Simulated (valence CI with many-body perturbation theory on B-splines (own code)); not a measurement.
The numbers below are computed, except where a source is named.
Sensitivity of CI+MBPT for Pd XXXII

Method: configuration interaction combined with many-body perturbation theory (CI+MBPT): five valence electrons over a frozen Dirac-Fock core [Ne], a basis of 6 s, 6 p, 5 d, 3 f, 1 g functions for each j, with the one-electron correlation potential Σ1 (screened to all orders), the two-electron term Σ2, the three-electron term Σ3, Breit, model QED; selected single and double excitations, second order for the rest (own B-spline code, finite nucleus).

No measured spectrum was set against this ion. As an estimate, large intervals hold to a few tenths of a per cent, small ones and those within an open d or f shell to about a per cent. Among the levels kept, up to 870 cm⁻¹ of a level comes from second order outside the variational space, and about a tenth of that is noise between levels of different J, which matters for small intervals.

The reference run has the lowest level (3s^2 3p1/2^2 3p3/2) J=3/2 and an ionisation energy of 1854.27 eV. Its largest variational space holds 10000 state functions.

Levels are named by their leading jj configuration (3d3/2^4 stands for four electrons in 3d with j = 3/2), which in mixed levels can hold well under half, so a name can repeat and another be missing. Letters in brackets count levels of one name in rising energy.

Changed runs:
A. cutoff of virtual states (hartree) 4232 → 4320
B. Breit term on → off
C. scale of Σ2 1 → 1.2
D. factor on the speed of light 1 → 1.1 (bad on purpose)

Excitation energies of the reference run in cm⁻¹, and shifts in cm⁻¹:

```
                             Level  Reference  A      B       C        D
        (3s^2 3p1/2 3p3/2^2) J=3/2     250778  0  +4336     +88   -50831
        (3s^2 3p1/2 3p3/2^2) J=5/2     302913  0  +5392     +43   -52319
        (3s^2 3p1/2 3p3/2^2) J=1/2     368099  0  +4299     -17   -52888
              (3s^2 3p3/2^3) J=3/2     622331  0  +9203     +94  -106713
        (3s 3p1/2^2 3p3/2^2) J=5/2     900508  0  +1129     +85   -60189
        (3s^2 3p1/2^2 3d3/2) J=3/2     962689  0  +1876    -191         
        (3s 3p1/2^2 3p3/2^2) J=1/2    1040630  0   +907     -68   -71932
        (3s 3p1/2^2 3p3/2^2) J=3/2    1069590  0  +2289    -226   -50277
        (3s^2 3p1/2^2 3d5/2) J=5/2    1111340  0  +5426    -453   -24995
          (3s 3p1/2 3p3/2^3) J=3/2    1192270  0  +5335     +29   -92471
(3s^2 3p1/2 3p3/2 3d3/2) J=5/2 [a]    1227090  0  +7142    -124         
(3s^2 3p1/2 3p3/2 3d3/2) J=3/2 [a]    1228120  0  +7035    -192   -65829
            Ionisation energy (eV)    1854.27  0  +0.93  -0.002    -1.01
```

A blank means that the level has no clear partner in that run.

No effect on these energies: A.
